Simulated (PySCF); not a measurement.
TiEtCl3, C2H5Cl3Ti (singlet state).
Cartesian coordinates in Å at the PBE0-D3(BJ)/def2-SVP level; atoms count from 1:
```xyz
11
C2H5Cl3Ti angstrom
Ti    -0.4574   -0.4497   -1.3869
C     -0.1621   -0.4254    0.5997
C      0.6433    0.7659    1.0820
H      0.3168   -1.4008    0.8051
H     -1.1933   -0.4548    1.0003
H      0.7351    0.7602    2.1813
H      1.6597    0.7582    0.6616
H      0.1670    1.7160    0.7962
Cl     1.5586   -0.4572   -2.2007
Cl    -1.5818    1.3718   -1.7621
Cl    -1.5877   -2.2697   -1.7456
```

Lines to be assigned: C 1s: 290.26 (area 1), 291.06 (area 1) eV; Cl 1s: 2828.30 eV; Cl 2p3/2: 205.69 eV; Ti 2p3/2: 463.42 eV.

Computed, not measured: PySCF, delta-SCF UKS SCAN, pcX-2 on the ionised atom (unc-x2c-TZVPall on a metal), pcseg-1 elsewhere, spin-free X2C. Geometry: PBE0-D3(BJ)/def2-SVP; no solvent, vibrations or thermal averaging. Metal 2p energies of this one-determinant scheme are less reliable than its 1s energies.

Q: Which carbon gives which C 1s line?

A: 290.26 eV: C2 (carbon bonded to C, Ti and 2 H); 291.06 eV: C3 (carbon bonded to C and 3 H). The listed C 1s values span 0.80 eV, from C2 (bonded to C, 2 H and Ti) to C3 (bonded to C and 3 H).

Bonded neighbours of each site: Ti1: 3 Cl and C; C2: C, 2 H and Ti; C3: C and 3 H; Cl9/Cl10/Cl11: Ti.

Q: Give the binding energy of Cl 1s of Cl9/Cl10/Cl11 in hartree and in kJ/mol.

A: 2828.30 eV = 103.9381 Eh = 272889 kJ/mol.

Topologically equivalent atoms share the value of their first member; where this conformer doesn't relate them by symmetry, their own values could differ. For 2p shells one spin-free hole was relaxed; a mean-field spin–orbit operator and the ground-state splitting of the three 2p orbitals were then diagonalised within the shell. The shell's mean is (2 × 2p3/2 + 2p1/2)/3, and the degeneracies 2j + 1 give areas of 2:1. 2p1/2 minus 2p3/2 (ligand field included): Ti 5.72 eV, Cl 1.65 eV. Satellites of the metal's 2p lines aren't described.
